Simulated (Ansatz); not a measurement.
The cluster Li₄O₂ (the lowest singlet isomer of a short search). Charge 0, multiplicity 1. Geometry r2SCAN-D4/def2-TZVP, basis def2-TZVP, Ansatz.

```xyz
6

Li    2.354   -1.865   -0.684
Li   -0.631   -0.603   -0.536
Li    0.633    0.603    0.544
Li   -2.358    1.865    0.671
O     1.116   -0.882   -0.318
O    -1.114    0.882    0.324
```

```json
{"run": "A", "HOMO (eV)": "-3.54", "LUMO (eV)": "-0.41"}
{"run": "B", "HOMO (eV)": "-6.53", "LUMO (eV)": "0.12"}
{"run": "C", "HOMO (eV)": "-3.13", "LUMO (eV)": "-1.06"}
{"run": "D", "HOMO (eV)": "-7.30", "LUMO (eV)": "0.74"}
{"run": "E", "HOMO (eV)": "-4.15", "LUMO (eV)": "-0.54"}
{"run": "F", "HOMO (eV)": "-4.01", "LUMO (eV)": "-0.79"}
```

B3LYP takes the VWN-RPA correlation. The structure comes from a short search, and lower isomers may exist.

Question: The runs used B3LYP, B97M-V, HF, PBE0, r2SCANh, ωB97M-V. Estimate which is which.

Answer: A r2SCANh (10 % exact exchange); B ωB97M-V (range-separated); C B97M-V (0 % exact exchange); D HF (100 % exact exchange); E PBE0 (25 % exact exchange); F B3LYP (20 % exact exchange). Exact exchange lowers occupied and raises empty levels; among semilocal functionals meta-GGAs tend to open the gap a little, and such runs are hard to tell apart. The gap grows from 2.07 eV (B97M-V) to 8.05 eV (HF).
